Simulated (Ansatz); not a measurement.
Basis-set extrapolation for `C=C/N=C/O[SiH3]` (PBE0-D4/def2-TZVP geometry, frozen core, Ansatz 0.2.0). Multiplicity 1, RHF reference.

```
                      def2-TZVPP   def2-QZVPP
                 HF  -536.039543  -536.060090
    MP2 correlation    -1.034659    -1.107395
CCSD(T) correlation    -1.124693      not run
```

Energies in hartree. Use E(X) = E(∞) + A·exp(−7.88·√X) for Hartree–Fock and E(X) = E(∞) + B·X^(−2.97) for correlation, with X = 3 and 4, and add CCSD(T) minus MP2 of the smaller set to the MP2 limit.

What is the CCSD(T) energy at the basis-set limit?

HF limit: -536.060090 + (-0.020547) × 0.13774 = -536.06292. MP2 limit: -1.107395 + (-0.072736) × 0.74074 = -1.16127. Higher-order term: -1.124693 − (-1.034659) = -0.09003. Total: -537.31422 hartree, 393.8 kJ/mol below CCSD(T)/def2-TZVPP.
